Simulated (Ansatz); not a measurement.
`[SiH3][SeH]` and `N[SiH2][SeH]` differ in one atom or group.

Ansatz, PBE0-D4/def2-TZVP geometries, multiplicity 1. Each molecule was computed in one conformer, which needn't be the lowest.

Scalar relativity is left out up to krypton.

```tsv
property	`[SiH3][SeH]`
HOMO energy (PBE0/def2-TZVPP) / eV	-7.11
LUMO energy (B3LYP/def2-TZVPP) / eV	-0.33
LUMO energy (PBE/def2-TZVPP) / eV	-0.95
HOMO–LUMO gap (PBE0/def2-TZVPP) / eV	7.00
size of the dipole moment (B3LYP/def2-TZVPP) / D	0.85
LUMO energy (ωB97M-V/def2-TZVPP) / eV	1.60
```

**Question.** What does the change do to each property? (An estimate is asked.)

**Answer.** Ansatz gave: 
```
                                        property  `N[SiH2][SeH]`  shift
              HOMO energy (PBE0/def2-TZVPP) / eV           -6.88   0.23
             LUMO energy (B3LYP/def2-TZVPP) / eV           -0.09   0.24
               LUMO energy (PBE/def2-TZVPP) / eV           -0.66   0.29
            HOMO–LUMO gap (PBE0/def2-TZVPP) / eV            7.07   0.07
size of the dipole moment (B3LYP/def2-TZVPP) / D            1.94   1.09
           LUMO energy (ωB97M-V/def2-TZVPP) / eV            1.80   0.20
```

With PBE0 the HOMO rises by 0.23 eV and the LUMO rises by 0.30 eV, so the gap widens by about 0.07 eV. PBE moves the HOMO by 0.25 eV and ωB97M-V by 0.22 eV. The zero-point energy changes by 49.5 kJ/mol with +6 modes. Dipoles are sizes alone; their direction can turn.

B3LYP here is the variant with VWN-RPA as its local correlation; programs differ in this.

Spin–orbit coupling is left out; it splits and shifts lone-pair levels of the heavy atoms by tenths of an eV.
